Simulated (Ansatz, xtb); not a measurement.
# AlClH3NSi2: which of two structures lies lower

Structure X: a singlet given by its coordinates. Structure Y: a singlet given by its coordinates. Both are isolated molecules in the gas phase, relaxed with BLYP-D3(BJ)/def2-SVP.

X (Å):

```
atom    x (Å)    y (Å)    z (Å)
  Al   2.7788  -1.6218  -1.6694
  Cl   3.2421  -3.6010  -2.2767
   N   1.1439  -1.2867  -1.0327
  Si  -2.2336  -0.6607   0.7543
  Si  -0.3511  -0.9924  -0.5766
   H  -2.9827  -1.5569  -0.2490
   H  -2.4362   0.6450  -0.0376
   H   3.8805  -0.5011  -1.7849
```

Close contacts (Å): Al1–Cl2 2.12, Al1–N3 1.79, N3–Si5 1.59, Si4–Si5 2.33, Al1–H8 1.58, Si4–H6 1.54, Si4–H7 1.54.

Y (Å):

```xyz
8

Al    0.2610   -1.3667   -0.9623
Cl   -1.4048    0.4678   -0.6097
N     0.1823   -1.4014    0.9565
Si    1.1608   -2.5531    1.9078
Si   -0.9139   -0.2180    1.5645
H    -0.5366   -2.5403   -1.6741
H     1.5552   -0.6637   -1.5544
H     1.8167   -3.2044    0.6475
```

Close contacts (Å): Al1–Cl2 2.50, Al1–N3 1.92, Cl2–Si5 2.33, N3–Si4 1.79, N3–Si5 1.72, Al1–H6 1.59, Al1–H7 1.59, Si4–H8 1.56.

Task: Which of the two would you expect CCSD(T)/def2-SVP + ΔMP2/def2-TZVPP electronic energies to favour?

Result: Structure Y; the calculation gives E(Y) − E(X) = −10.6 kcal/mol.

How the difference moves with the method:

```json
{"level": "BLYP-D3(BJ)/def2-SVP", "geometry": "BLYP-D3(BJ)/def2-SVP", "E(Y) − E(X) (kcal/mol)": "−9.3", "departure from the last row (kcal/mol)": "+1.3", "job, with rough time for the two": "optimisation, 45 s"}
{"level": "HF/def2-SVP", "geometry": "BLYP-D3(BJ)/def2-SVP", "E(Y) − E(X) (kcal/mol)": "−19.5", "departure from the last row (kcal/mol)": "−8.9", "job, with rough time for the two": "part of the CCSD(T) run"}
{"level": "MP2/def2-SVP", "geometry": "BLYP-D3(BJ)/def2-SVP", "E(Y) − E(X) (kcal/mol)": "−8.9", "departure from the last row (kcal/mol)": "+1.7", "job, with rough time for the two": "part of the CCSD(T) run"}
{"level": "CCSD(T)/def2-SVP", "geometry": "BLYP-D3(BJ)/def2-SVP", "E(Y) − E(X) (kcal/mol)": "−12.1", "departure from the last row (kcal/mol)": "−1.5", "job, with rough time for the two": "single point"}
{"level": "CCSD(T)/def2-SVP + ΔMP2/def2-TZVPP", "geometry": "BLYP-D3(BJ)/def2-SVP", "E(Y) − E(X) (kcal/mol)": "−10.6", "departure from the last row (kcal/mol)": "", "job, with rough time for the two": "single point, 25 s"}
```

None of the levels shown reverses the order. The largest departure from CCSD(T)/def2-SVP + ΔMP2/def2-TZVPP is that of HF/def2-SVP, 8.9 kcal/mol. Levels run at GFN2-xTB geometries aren't shown. The last row adds to CCSD(T) the change of the MP2 difference between the two basis sets, here +1.5 kcal/mol.

With harmonic frequencies from BLYP-D3(BJ)/def2-SVP (ideal gas, rigid rotor, one conformer each, 298.15 K, 1 atm): on the last row, ΔE + ΔZPE = −10.6 kcal/mol. A mode under 50 cm⁻¹ makes harmonic enthalpies and free energies unreliable, so none is given.

The T1 diagnostic of structure X is large, so the coupled-cluster value is less sure. The correlated steps freeze 21 core orbitals. Codes used: Ansatz 0.2.0; the last row on 2 threads of Intel(R) Xeon(R) Platinum 8375C CPU @ 2.90GHz (Ice Lake) on a shared host.
